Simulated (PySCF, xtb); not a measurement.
BF2, SMILES F[B]F (connectivity only; charge and spin as stated), charge +1, multiplicity 1.

GFN2-xTB run with xtb at its own geometry gives an orbital gap of 8.29 eV.

Coordinates come from a ωB97X-D3(BJ)/def2-TZVP optimisation. The multiplicity is an assumed one; other spin states were not compared. The isomer is the one that the SMILES or the coordinates give; other isomers of the formula were not compared.

Problem. What does B3LYP/def2-TZVPD run with PySCF give? (The exact figures need the calculation; the answer reports its results.)

Solution. gap 13.45 eV (levels -22.33 and -8.88 eV).
